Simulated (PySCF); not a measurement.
## Where the electron goes

Compound: GeH2(pyrrolidide)2, C8H18GeN2.
Cartesian coordinates in Å at the PBE0-D3(BJ)/def2-SVP level; atoms count from 1:
```
atom  x, y, z in Å
Ge1    1.293   -0.004    0.885
H2     1.242    0.006    2.421
H3     2.699   -0.035    0.265
N4     0.538    1.577    0.342
C5    -0.678    2.119    0.907
C6    -0.710    3.561    0.376
C7     0.130    3.514   -0.919
C8     0.596    2.053   -1.022
H9    -0.667    2.065    2.007
H10   -1.585    1.574    0.562
H11   -0.252    4.244    1.107
H12   -1.739    3.909    0.203
H13   -0.442    3.821   -1.807
H14    0.996    4.187   -0.840
H15   -0.088    1.491   -1.696
H16    1.612    1.952   -1.438
N17    0.473   -1.555    0.358
C18   -0.741   -2.071    0.946
C19   -0.789   -3.532    0.465
C20    0.083   -3.550   -0.809
C21    0.546   -2.095   -0.981
H22   -1.647   -1.532    0.592
H23   -0.721   -1.981    2.045
H24   -1.821   -3.861    0.275
H25   -0.370   -4.201    1.230
H26    0.952   -4.210   -0.672
H27   -0.464   -3.911   -1.693
H28    1.566   -2.013   -1.389
H29   -0.131   -1.567   -1.689
```

Method used: TDDFT CAM-B3LYP/def2-SVPD, vertical, gas phase, core orbitals frozen in the response in PySCF 2.14.0, density-fitted response routines. Relativistic effects, spin–orbit coupling among them, are left out although an element past zinc is present.

Kohn–Sham orbitals with the atoms that hold most of them (Löwdin shares over 4%, at most four atoms; ? is withheld):

```json
{"orbital": "LUMO+2", "ε (eV)": "1.59", "atoms": "Ge1 10%, C6 6%, C7 6%, C19 6%"}
{"orbital": "LUMO+1", "ε (eV)": "1.56", "atoms": "Ge1 33%, H2 10%, H3 10%"}
{"orbital": "LUMO", "ε (eV)": "1.12", "atoms": "?"}
{"orbital": "HOMO", "ε (eV)": "-7.11", "atoms": "?"}
{"orbital": "HOMO-1", "ε (eV)": "-7.89", "atoms": "N4 28%, N17 26%, Ge1 8%, C5 5%"}
{"orbital": "HOMO-2", "ε (eV)": "-10.24", "atoms": "C6 9%, C7 9%, C20 9%, C19 9%"}
{"orbital": "HOMO-3", "ε (eV)": "-10.27", "atoms": "C19 8%, C20 8%, C7 8%, C6 8%"}
```

Question: Which atoms hold the LUMO, and with what shares?

Answer: Ge1 (bonded to 2 N and 2 H) 19%; C18 (bonded to C, N and 2 H) 5%; C21 (bonded to C, N and 2 H) 5%; C8 (bonded to C, N and 2 H) 5%. By element: germanium 19%, carbon 15% or more.

Question: Which atoms hold the HOMO, and with what shares?

Answer: N17 (bonded to 2 C and Ge) 32%; N4 (bonded to 2 C and Ge) 31%; C18 (bonded to C, N and 2 H) 4%; C21 (bonded to C, N and 2 H) 4%. By element: nitrogen 62%, carbon 9% or more.

Question: How does S1 compare with the orbital gap of 8.23 eV?

Answer: S1 is at 5.38 eV (f = 0.021), 2.85 eV below the gap, made of HOMO→LUMO (84%). Without the coupling terms of the response equations the lowest excitation would equal the gap.

Question: Give energy, strength and leading configuration of S1 and S3, and follow the Löwdin shares of the leading atoms from the occupied to the empty orbital.

Answer: 
- S1 (5.38 eV, f 0.021), HOMO→LUMO (84%): N17 32% → at most 5%, N4 31% → at most 5%, Ge1 at most 5% → 19%, C18 4% → 5%
- S3 (6.06 eV, f 0.0053), HOMO→LUMO+1 (80%): N17 32% → at most 4%, N4 31% → at most 4%, Ge1 at most 5% → 33%, H2 at most 5% → 10%

One conformer stands for the species.

Without π bonds the low states are Rydberg-like; a valence basis with one diffuse set may place them up to an eV too high.
